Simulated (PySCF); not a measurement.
# Basis-set dependence of excited states

Compound: C₂H₈O₂Si.
SMILES: `CO[Si@@H](C)O`

TDDFT with PBE0 (PySCF), vertical singlets, core orbitals frozen in the response, spherical d and f functions. One conformer (not necessarily the lowest) at the PBE0-D3(BJ)/def2-SVP geometry, without solvent, vibrations or thermal averaging.

**Question.** How do the low singlets change with the basis? Take 6-31G*, 6-31+G*, def2-SVP, def2-SVPD, aug-cc-pVDZ, def2-TZVP and def2-TZVPD.

**Answer.** 

```json
{"basis": "6-31G*", "functions": "90", "diffuse": "no", "S1 (eV)": "7.90", "S2 (eV)": "8.22", "S3 (eV)": "8.62", "S4 (eV)": "8.88", "S5 (eV)": "9.04", "LUMO (eV)": "1.66", "α (au)": "47.0"}
{"basis": "6-31+G*", "functions": "110", "diffuse": "yes", "S1 (eV)": "7.04", "S2 (eV)": "7.17", "S3 (eV)": "7.54", "S4 (eV)": "7.76", "S5 (eV)": "7.84", "LUMO (eV)": "0.25", "α (au)": "53.9"}
{"basis": "def2-SVP", "functions": "114", "diffuse": "no", "S1 (eV)": "7.99", "S2 (eV)": "8.21", "S3 (eV)": "8.69", "S4 (eV)": "8.72", "S5 (eV)": "8.90", "LUMO (eV)": "1.65", "α (au)": "48.7"}
{"basis": "def2-SVPD", "functions": "174", "diffuse": "yes", "S1 (eV)": "7.23", "S2 (eV)": "7.45", "S3 (eV)": "7.95", "S4 (eV)": "8.00", "S5 (eV)": "8.17", "LUMO (eV)": "0.42", "α (au)": "59.0"}
{"basis": "aug-cc-pVDZ", "functions": "191", "diffuse": "yes", "S1 (eV)": "6.80", "S2 (eV)": "6.93", "S3 (eV)": "7.29", "S4 (eV)": "7.53", "S5 (eV)": "7.61", "LUMO (eV)": "-0.08", "α (au)": "60.4"}
{"basis": "def2-TZVP", "functions": "209", "diffuse": "no", "S1 (eV)": "7.51", "S2 (eV)": "7.74", "S3 (eV)": "8.18", "S4 (eV)": "8.27", "S5 (eV)": "8.48", "LUMO (eV)": "0.92", "α (au)": "55.9"}
{"basis": "def2-TZVPD", "functions": "269", "diffuse": "yes", "S1 (eV)": "7.02", "S2 (eV)": "7.19", "S3 (eV)": "7.61", "S4 (eV)": "7.77", "S5 (eV)": "7.90", "LUMO (eV)": "0.16", "α (au)": "59.9"}
```

States are compared by their number. Against the largest diffuse basis here (def2-TZVPD, itself not a converged limit), sets without diffuse functions differ by up to 0.97 eV in S1 and 1.14 eV in S5; the smaller diffuse sets differ by up to 0.22 and 0.29 eV. State by state, the largest deviation of a set without diffuse functions is S1 0.97, S2 1.04, S3 1.07, S4 1.10, S5 1.14 eV. The same number needn't mean the same state in each row. Against def2-TZVPD the polarisability deviates by -22% in 6-31G*, -10% in 6-31+G*, -19% in def2-SVP, -2% in def2-SVPD, +1% in aug-cc-pVDZ, -7% in def2-TZVP. A single + in a Pople set puts diffuse functions on heavy atoms only.

Without π bonds the low states are Rydberg-like; a valence basis with one diffuse set may place them up to an eV too high.
